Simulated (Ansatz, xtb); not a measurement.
**Relative energy of two isomers of C4H7FSeSi**

Structure X: `F[C@@H]1C=C[SiH2][Se]C1`, a singlet. Structure Y: `FCC1=C[SiH2][Se]C1`, a singlet. Both are isolated molecules in the gas phase, relaxed with B3LYP-D3(BJ)/def2-SVP; each stands in its lowest conformer found.

Quicker runs give these differences E(Y) − E(X): GFN2-xTB −0.164 eV; HF/STO-3G −0.140 eV (at GFN2-xTB geometries); r2SCAN-D4/def2-SVP −0.071 eV (at GFN2-xTB geometries).

Q: Estimate E(Y) − E(X) at the level CCSD(T)/def2-SVP + ΔMP2/def2-TZVPP.

A: Too close to call at this level: CCSD(T)/def2-SVP + ΔMP2/def2-TZVPP gives E(Y) − E(X) = −0.034 eV.

How the difference moves with the method:

| level | geometry | E(Y) − E(X) (eV) | departure from the last row (eV) | job, with rough time for the two |
| --- | --- | --- | --- | --- |
| GFN2-xTB | GFN2-xTB | −0.164 | −0.130 | optimisation, 0.36 s |
| HF/STO-3G | GFN2-xTB | −0.140 | −0.106 | single point, 0.6 s |
| r2SCAN-D4/def2-SVP | GFN2-xTB | −0.071 | −0.037 | single point, 5 s |
| B3LYP-D3(BJ)/def2-SVP | B3LYP-D3(BJ)/def2-SVP | −0.009 | +0.025 | optimisation, 61 s |
| HF/def2-SVP | B3LYP-D3(BJ)/def2-SVP | −0.051 | −0.017 | part of the CCSD(T) run |
| MP2/def2-SVP | B3LYP-D3(BJ)/def2-SVP | −0.073 | −0.038 | part of the CCSD(T) run |
| CCSD(T)/def2-SVP | B3LYP-D3(BJ)/def2-SVP | −0.036 | −0.002 | single point |
| CCSD(T)/def2-SVP + ΔMP2/def2-TZVPP | B3LYP-D3(BJ)/def2-SVP | −0.034 |  | single point, 2 min |

As drawn, both hold the same kinds of bond in the same numbers. Structure X has a 6-membered ring, Y a 5-membered ring.

The largest departure from CCSD(T)/def2-SVP + ΔMP2/def2-TZVPP is that of GFN2-xTB, 0.130 eV. The last row adds to CCSD(T) the change of the MP2 difference between the two basis sets, here +0.002 eV.

With thermal terms from frequencies at re-optimised GFN2-xTB minima (ideal gas, soft modes damped towards free rotors, one conformer each, 298.15 K, 1 atm): on the last row, ΔE + ΔZPE = −0.044, ΔH = −0.034, ΔG = −0.071 eV.

The correlated steps freeze 19 core orbitals; the filled d shell of Se is correlated, in a basis made for valence electrons. Mirror images aren't counted in ΔG. Run with Ansatz 0.2.0, xtb 6.7.1; the last row on 4 threads of Arm Neoverse V1 on a shared host.
